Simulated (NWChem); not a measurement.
# AlSiH₄Cl; SMILES [SiH3][AlH][Cl]

Computed with NWChem. Coordinates come from a PBE0/def2-SVP optimisation. Level: PBE0/def2-SVPD; rows give the wavelength of the field.

Order these by “anisotropy (bohr³)”, lowest first: 589 nm; 1065 nm; static.

static (26.4), 1065 nm (27.2), 589 nm (29.0)
